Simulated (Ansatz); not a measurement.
Consider the isomerisation: `C[O][SnH2][CH]=N` → `[CH3][SnH2][O]C=N`.

Program: Ansatz. Geometries: PBE0-D4/def2-TZVP. ΔE: electronic, gas phase. CBS: MP2 limit from def2 TZ/QZ plus the TZ coupled-cluster correction, frozen cores. DFT in def2-TZVPP. Elements past krypton have def2 core potentials. For Sn outer-core shells are correlated without core-valence functions, which leaves a few kJ/mol of doubt a bond. One conformer a species, not always the lowest.

`C[O][SnH2][CH]=N`:

```xyz
12

C     1.783    1.103    0.189
O     0.589    0.415    0.449
Sn   -0.453   -0.452   -0.982
C    -2.004   -1.135    0.358
N    -1.949   -0.882    1.591
H     1.638    1.952   -0.495
H     2.558    0.452   -0.240
H     2.168    1.500    1.133
H     0.530   -1.652   -1.703
H    -0.887    0.749   -2.122
H    -2.860   -1.709   -0.010
H    -1.113   -0.342    1.833
```

`[CH3][SnH2][O]C=N`:

Z-matrix (Å, degrees):
```
C
Sn 1 2.126
H 1 1.090 2 110.2
H 1 1.089 2 109.3 3 -120.2
H 1 1.090 2 109.4 3 120.3
O 2 2.011 1 106.0 3 -178.4
H 2 1.700 1 115.1 3 72.1
H 2 1.707 1 114.1 3 -60.4
C 6 1.327 2 122.1 1 66.4
N 9 1.265 6 130.9 2 6.7
H 9 1.094 6 111.1 2 -173.4
H 10 1.021 9 113.1 6 1.4
```

Q: Is it downhill or uphill in electronic energy at CCSD(T)/CBS, and by how much? (Estimate.)

A: Ansatz gave: Downhill: ΔE = -106.6 kJ/mol.

Q: What do these levels give: B2PLYP, MP2/def2-TZVPP, SCS-MP2/def2-TZVPP, HF/def2-QZVPP, MP2/def2-QZVPP, CCSD/CBS(def2)? (Best estimate.)

A: The calculation gave: B2PLYP -107.3, MP2/def2-TZVPP -113.7, SCS-MP2/def2-TZVPP -106.5, HF/def2-QZVPP -106.4, MP2/def2-QZVPP -113.9, CCSD/CBS(def2) -105.4 kJ/mol.

Largest T1 diagnostic among the species: 0.014.
